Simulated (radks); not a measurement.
These are the eigenvalues of the occupied orbitals of an atom or ion with whole-number occupations (eV). Calculated with a radial shooting solver on a logarithmic mesh with Libxc functionals: scalar-relativistic Kohn-Sham, PBE, spin-unpolarised, spherical densities, point nucleus.

1s: -95909.51
2s: -21381.29
2p: -19044.89
3s: -8375.252
3p: -7695.389

Which element is it, and in what charge state? The configuration may be excited.

Answer. Z = 83, bismuth, charge +65: Bi65+ in [Ar]. The list shows which subshells hold electrons but not how many an open one holds; the 1s level, -3524.6 hartree, gives Z - s = 84.0 by -(Z - s)^2/2, which with screening and relativity narrows Z to a few neighbours, and the depths of the outer levels then fix element, charge and occupations together.
